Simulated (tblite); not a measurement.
Species: C₃H₆BrGeN.
Numbering: `[CH3:1][C:2]#[C:3][Ge@H:4]([NH2:5])[Br:6]` (hydrogens: H7, H8, H9 on C1; H10 on Ge4; H11, H12 on N5)

Computed with GFN2-xTB (tblite), gas phase: L-BFGS steps from a force-field or distance-geometry start until the largest atomic force falls under 0.01 eV/Å.

At the end of the run (lengths in Å): Ge4–H10 1.508, Ge4–Br6 2.277, C1–C2 1.444, Ge4–N5 1.808, C1–H8 1.090, N5–H11 1.011, C3–Ge4 1.908, N5–Ge4–Br6 104.3°, C3–Ge4–N5 116.6°, C2–C3–Ge4 175.4°, C3–Ge4–Br6 106.6°, H10–Ge4–N5–H11 165°, H11–N5–Ge4–C3 -67°.

Question: These geometries were met on the way; a selection of coordinates is given. Order them by energy above the end point, lowest first.
A. Ge4–H10 1.511, Ge4–Br6 2.300, C1–C2 1.445, Ge4–N5 1.807, C1–H8 1.086, N5–H11 1.010, C3–Ge4 1.924, N5–Ge4–Br6 111.4°, C3–Ge4–N5 112.2°, C2–C3–Ge4 179.2°, C3–Ge4–Br6 107.8°, H10–Ge4–N5–H11 179°, H11–N5–Ge4–C3 -58°
B. Ge4–H10 1.506, Ge4–Br6 2.280, C1–C2 1.441, Ge4–N5 1.808, C1–H8 1.088, N5–H11 1.011, C3–Ge4 1.907, N5–Ge4–Br6 106.6°, C3–Ge4–N5 116.0°, C2–C3–Ge4 175.9°, C3–Ge4–Br6 106.7°, H10–Ge4–N5–H11 180°, H11–N5–Ge4–C3 -53°
C. Ge4–H10 1.505, Ge4–Br6 2.273, C1–C2 1.443, Ge4–N5 1.817, C1–H8 1.092, N5–H11 1.011, C3–Ge4 1.897, N5–Ge4–Br6 109.0°, C3–Ge4–N5 114.2°, C2–C3–Ge4 179.0°, C3–Ge4–Br6 107.8°, H10–Ge4–N5–H11 180°, H11–N5–Ge4–C3 -54°
D. Ge4–H10 1.557, Ge4–Br6 2.323, C1–C2 1.489, Ge4–N5 1.849, C1–H8 1.129, N5–H11 1.029, C3–Ge4 1.922, N5–Ge4–Br6 113.3°, C3–Ge4–N5 110.8°, C2–C3–Ge4 177.9°, C3–Ge4–Br6 108.8°, H10–Ge4–N5–H11 177°, H11–N5–Ge4–C3 -63°
E. Ge4–H10 1.536, Ge4–Br6 2.317, C1–C2 1.449, Ge4–N5 1.827, C1–H8 1.096, N5–H11 1.012, C3–Ge4 1.925, N5–Ge4–Br6 112.8°, C3–Ge4–N5 111.1°, C2–C3–Ge4 178.5°, C3–Ge4–Br6 108.2°, H10–Ge4–N5–H11 178°, H11–N5–Ge4–C3 -61°

Answer: B (0.014 eV), C (0.025 eV), A (0.047 eV), E (0.112 eV), D (0.245 eV).

```
step  E above end (eV)  rms distance from the end, all atoms (Å)  largest force (eV/Å)  rms shift of all bonds from the end (Å)
  13             0.014                                     0.092                 0.173                                    0.002
   8             0.025                                     0.106                 0.267                                    0.005
   4             0.047                                     0.115                 0.740                                    0.009
   2             0.112                                     0.123                 0.807                                    0.018
   0             0.245                                     0.129                 3.016                                    0.031
```

Rows stand in the order of the answer.
